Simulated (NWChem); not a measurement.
**Atomisation of Cl₃Ge**

SMILES: [Cl][Ge]([Cl])[Cl]
```xyz
4

Cl    -1.0113    -0.2975     1.7548
Ge    -0.0028     0.4644     0.0000
Cl    -1.0113    -0.2975    -1.7548
Cl     2.0279    -0.2792     0.0000
```
Charge 0, spin multiplicity 2.

The numbers come from NWChem runs, not from measurements. The geometry was optimised at UPBE0/def2-SVP, a minimum by its harmonic frequencies.

Basis set: def2-TZVP. The atomisation energy is electronic alone: no zero-point, thermal, spin-orbit or counterpoise terms. No value is extrapolated to the basis-set limit. Free atoms are single determinants with multiplicities Cl 2, Ge 3.

The Hamiltonian is non-relativistic. B3LYP has NWChem's definition, with VWN1-RPA local correlation. The structure started from a generated list of species. The unpaired electrons of the parent sit in orbitals of symmetry a' (Cs labels of the run); other states weren't searched. The stability of the SCF solutions was not checked.

Task: One of these methods gave an atomisation energy of 231.1 kcal/mol. Which?
(A) B3LYP
(B) PBE
(C) PBE0
(D) BP86

Result: A, B3LYP. The others give 250.4 (PBE), 243.2 (PBE0), 246.0 (BP86).
